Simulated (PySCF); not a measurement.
GeH6Si, SMILES [SiH3][GeH3] (connectivity only; charge and spin as stated), charge +1, multiplicity 2.

Geometry: B3LYP-D3(BJ)/def2-TZVP. The multiplicity is an assumed one; other spin states were not compared.

The numbers are results of B3LYP-D3(BJ)/def2-TZVP run with PySCF, not measurements.

Frequencies are harmonic and unscaled.

Modes within 1.5 cm⁻¹ of each other (mostly degenerate sets) share a row, with their intensities summed.

Computed vibrational spectrum:
```csv
mode,ν (cm⁻¹),IR (km/mol),moving atoms (share of kinetic energy)
1,92,0.0,H 100 %
2,161,1.1,"Si 64 %, Ge 28 %"
3–4,243,0.0,H 100 %
5–6,323,0.3,H 94 %
7,672,217.0,H 95 %
8,759,87.7,H 92 %
9–10,839,61.9,H 98 %
11–12,927,111.1,H 96 %
13,2157,0.8,H 100 %
14–15,2210,10.4,H 98 %
16,2244,0.0,H 100 %
17–18,2305,9.7,H 95 %
```
